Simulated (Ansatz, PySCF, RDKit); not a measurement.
Complex: CH4 (SMILES C) (first 5 atoms) with CH4S (SMILES CS); geometry from B3LYP-D3(BJ)/def2-TZVP, rigid monomers moved along the line of their centres of mass till C1···H8 is 2.70 Å.
(charge 0, multiplicity 1):
```xyz
11

C     -0.0525     0.0752    -0.0999
H     -1.1168     0.0208     0.1285
H      0.4935     0.4084     0.7816
H      0.3037    -0.9091    -0.4018
H      0.1048     0.7805    -0.9149
C     -0.2749    -1.2553     3.1974
S      0.2366     0.4519     3.5782
H     -0.2970    -1.4289     2.1239
H      0.4773    -1.9033     3.6442
H     -1.2424    -1.4848     3.6387
H     -0.7820     1.0712     2.9602
```

Monomers are frozen at their geometry in the pair; levels with a basis set take the counterpoise correction. Rows marked so take none. RDKit's UFF carries no charges.

Rows in STO-3G carry no dispersion term and start afresh at each structure.

Programs: Ansatz (a first-principles code) with Gaussian orbitals; PySCF for STO-3G rows; RDKit for the force fields. Values without a source in brackets are computed.

**Question.** One of these levels gives 1.52 kcal/mol for the interaction energy. Which one is it?
A. UFF
B. MMFF94
C. HF/aug-cc-pV(D+d)Z
D. HF/STO-3G (no counterpoise)

**Answer.** B, MMFF94. The others give 0.06 (UFF), 1.18 (HF/STO-3G (no counterpoise)), 2.21 (HF/aug-cc-pV(D+d)Z)
